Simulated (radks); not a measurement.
The numbers below are computed, except where a source is named.
Species: Pt+. Configuration: [Xe] 4f14 5d9. Code: a radial shooting solver on a logarithmic mesh with Libxc functionals. Model: scalar-relativistic Kohn-Sham, PBE, spin-polarised, spherical densities, finite nucleus; open shells are filled with parallel spins first (spin-orbit coupling, left out, can overturn this in heavy ions); Fermi nuclear charge, rms radius 5.427 fm. Some entries of the table are withheld. Estimate them.

orbital  occ.  eigenvalue (eV)  r(max) (bohr)
1s down     1        -78404.85        0.01062
1s up       1        -78404.85        0.01062
2s up       1        -13781.37        0.06123
2s down     1        -13781.30        0.06123
2p up       3        -11948.46        0.05059
2p down     3        -11948.41        0.05059
3s up       1        -3243.454         0.1726
3s down     1        -3243.431         0.1726
3p up       3        -2709.385         0.1717
3p down     3        -2709.359         0.1717
3d up       5        -2129.201         0.1398
3d down     5        -2129.155         0.1398
4s up       1        -703.3752         0.3899
4s down     1        -703.3143         0.3899
4p up       3        -528.1550         0.4100
4p down     3        -528.0989         0.4100
4d up       5        -315.0506         0.4181
4d down     5        -314.9857         0.4182
5s up       1        -110.1908         0.8696
5s down     1        -109.7462         0.8689
4f up       7         -78.3083         0.3850
4f down     7         -78.2100         0.3850
5p up       3         -64.5706         0.9790
5p down     3         -64.0123         0.9778
5d up       5              (1)            (2)
5d down     4              (3)            (4)

Answer. 
(1) 5d up eigenvalue (eV): -14.5983
(2) 5d up r(max) (bohr): 1.262
(3) 5d down eigenvalue (eV): -13.9808
(4) 5d down r(max) (bohr): 1.261
